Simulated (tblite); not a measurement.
Species: C4H12N2Si.
Atom-mapped SMILES: `[CH3:1][N:2]1[CH2:3][CH2:4][Si@@:5]1([CH3:6])[NH2:7]` (hydrogens: H8, H9, H10 on C1; H11, H12 on C3; H13, H14 on C4; H15, H16, H17 on C6; H18, H19 on N7)

Structure used (GFN2-xTB), in Å, numbered top down from 1:
```xyz
19
C4H12N2Si angstrom
C      1.398    1.313   -1.230
N      0.832    0.298   -0.396
C      1.471   -0.994   -0.233
C      0.394   -1.638    0.645
Si    -0.623   -0.019    0.465
C     -2.298   -0.093   -0.427
N     -0.848    1.084    1.772
H      1.491    0.973   -2.270
H      2.398    1.594   -0.876
H      0.758    2.191   -1.203
H      2.448   -0.902    0.255
H      1.615   -1.508   -1.191
H      0.750   -1.870    1.644
H     -0.021   -2.544    0.217
H     -3.059   -0.537    0.204
H     -2.245   -0.672   -1.342
H     -2.626    0.908   -0.685
H     -1.744    1.167    2.220
H     -0.100    1.258    2.423
```

Calculated harmonic vibrations of the isolated species, GFN2-xTB (tblite), most abundant isotopes, no scaling. Against measured fundamentals such values can be off by several per cent, at times by over 20. One conformer, not necessarily the lowest.

Harmonic wavenumbers (cm⁻¹): 67.2, 90.4, 93.7, 141.8, 167.5, 173.6, 197.0, 215.0, 244.7, 316.8, 422.2, 495.2, 634.4, 701.0, 718.8, 750.4, 800.4, 815.5, 847.4, 905.7, 931.5, 1001.4, 1045.0, 1100.4, 1124.4, 1156.5, 1183.6, 1231.4, 1254.6, 1334.9, 1370.8, 1409.6, 1477.9, 1480.1, 1489.7, 1491.6, 1506.0, 1506.5, 1513.3, 2866.8, 2872.0, 2906.2, 2914.9, 3025.8, 3029.9, 3035.7, 3051.1, 3055.9, 3058.2, 3480.7, 3527.5.

A = 2708, B = 1772, C = 1573 MHz; mass 116.077 u (most abundant isotopes); point group C1, symmetry number 1.

**Question.** What is the zero-point energy?

**Answer.** Half the sum of the wavenumbers: 35116 cm⁻¹ = 100.40 kcal/mol.

**Question.** What is S at 273.15 K and 1 bar for an ideal gas of classical rigid rotors and harmonic oscillators?

**Answer.** Translation 39.75, rotation 27.88, vibration 28.03: S = 95.7 cal/(mol K).

**Question.** And Cp and H(273.15 K) − H(0)?

**Answer.** Cp = 36.01 cal/(mol K), of which vibrations give 28.06 (their classical limit is 51 R = 101.3); H(273.15 K) − H(0) = 6.27 kcal/mol without the zero-point energy, 4.10 from vibrations.

**Question.** Which modes carry the vibrational entropy at 273.15 K?

**Answer.** 67.2 cm⁻¹: 4.06; 90.4 cm⁻¹: 3.48; 93.7 cm⁻¹: 3.41; 141.8 cm⁻¹: 2.61; 167.5 cm⁻¹: 2.30; 173.6 cm⁻¹: 2.23 cal/(mol K); the other 45 give 9.93 together.

**Question.** What must be added to the electronic energy to get the Gibbs energy at 273.15 K and 1 bar?

**Answer.** ZPE + [H(273.15 K) − H(0)] − T·S = 100.40 + 6.27 − 26.13 = 80.54 kcal/mol.

**Question.** Blend soft modes into free rotors: weight 1/[1 + (100 cm⁻¹/ν̃)⁴] for the oscillator and the rest for a rotor with moment μB/(μ + B), μ = h/(8π²ν), B = 10⁻⁴⁴ kg m². What vibrational entropy results?

**Answer.** 26.57 cal/(mol K) in place of 28.03, which changes −T·S at 273.15 K by +0.40 kcal/mol.

Hindered rotation and anharmonicity are outside this model. Other conformers, if any are populated, would add a mixing term that is left out. The structure is chiral; the term R ln 2 for an equal mix with its mirror image is left out.

On Arm Neoverse N1, one thread, no GPU (shared host), this took 1.1 s wall. The figure is for the frequency step alone.
